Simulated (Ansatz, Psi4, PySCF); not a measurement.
ammonia borane (H₆BN), singlet, geometry from GFN2-xTB. Base run: PySCF with REVPBE/6-31G*.

Geometry (Å):
```xyz
8

B     -0.9149     0.1121    -0.0166
N      0.7309    -0.0896     0.0133
H     -1.3140    -0.6417    -0.8474
H     -1.0915     1.2550    -0.2997
H     -1.2900    -0.1605     1.0800
H      0.9339    -1.0529     0.2512
H      1.1201     0.5346     0.7096
H      1.1000     0.1319    -0.9035
```
All else is at PySCF's defaults.

The same geometry, method and basis name were run in Ansatz (a program for electronic structure) and Psi4 and PySCF, at each program's defaults and at the settings that a row names. The base is PySCF at its defaults. Differences at the defaults can come from grids, fitting, cores and function types together.

| code and settings | ΔE vs base (mEh) | basis functions | E (Eh) | SCF cycles | dipole (D) |
|---|---|---|---|---|---|
| PySCF, defaults (exact integrals, its default grid, spherical functions) | 0.000 | 40 | -83.16990 | 8 | 5.49 |
| Psi4, defaults (density fitting with its default set, its default grid, Cartesian functions) | ? | 42 | ? | 8 | 5.49 |
| Ansatz, defaults (factorised integrals, its default grid, Cartesian functions) | -1.674 | 42 | -83.17157 | - | - |
| PySCF, density fitting with def2-universal-jkfit | ? | 40 | ? | 8 | 5.49 |
| PySCF, fine grid | 0.003 | 40 | -83.16989 | 8 | 5.49 |
| Psi4, exact integrals, spherical functions, fine grid | 0.003 | 40 | -83.16989 | 9 | 5.49 |
| Ansatz, high accuracy, Cartesian functions as the basis file defines them | -1.672 | 42 | -83.17157 | - | - |

Some entries are withheld; supply them.


- Psi4, defaults (density fitting with its default set, its default grid, Cartesian functions), ΔE vs base (mEh): -1.729
- Psi4, defaults (density fitting with its default set, its default grid, Cartesian functions), E (Eh): -83.17163
- PySCF, density fitting with def2-universal-jkfit, ΔE vs base (mEh): -0.052
- PySCF, density fitting with def2-universal-jkfit, E (Eh): -83.16995
